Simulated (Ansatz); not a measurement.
A series at Si: from `N[SiH](N)N`, ligands are replaced one by one, each step taking up H–F and setting free NH₃; n counts the steps. Ansatz, PBE0-D4/def2-TZVP geometries. Each molecule was computed in one conformer, which needn't be the lowest.

```
n      molecule  HOMO energy, ωB97M-V/def2-TZVPP (eV)
0  `N[SiH](N)N`                                     ?
1  `N[SiH](N)F`                                -10.04
2  `N[SiH](F)F`                                -10.81
3  `F[SiH](F)F`                                -13.56
```

By hand: fit a straight line y = ȳ + b (n − n̄) to the 3 given rows and predict n = 0.

n̄ = 2.000, ȳ = -11.470; Σ(n − n̄)(y − ȳ) = -3.520, Σ(n − n̄)² = 2.000, so b = -1.760 eV a step. Prediction: -11.470 + (-1.760) × (-2.000) = -7.95 eV.

By hand: compare with the computed value, -9.25 eV, and give the steps along the whole series.

The line misses by -1.30 eV (computed minus predicted). Steps: -0.79, -0.77, -2.75 eV.

One step carries most of the change, so a line is a poor guide. The highest orbital can change its character along such a series. The miss is 30.2 % of the series' range.
